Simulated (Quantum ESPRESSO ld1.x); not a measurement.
Results of a calculation; reference values are marked as such.
Species: Ru26+. Configuration: [Ar]. Level of theory: scalar-relativistic Kohn-Sham, OLYP, spin-unpolarised, spherical densities, point nucleus (ld1.x of Quantum ESPRESSO 7.5). Some entries of the table are withheld. Estimate them.

orbital  occ.  eigenvalue (hartree)  <1/r> (bohr^-1)
1s          2                   (1)            45.86
2s          2              -159.100              (2)
2p          6              -147.297              (3)
3s          2                   (4)              (5)
3p          6              -52.5792            3.912
3d          0              -47.3393            3.738
4s          0              -28.3791            2.018

Answer. 
(1) 1s eigenvalue (hartree): -849.832
(2) 2s <1/r> (bohr^-1): 10.46
(3) 2p <1/r> (bohr^-1): 10.13
(4) 3s eigenvalue (hartree): -56.4073
(5) 3s <1/r> (bohr^-1): 4.051
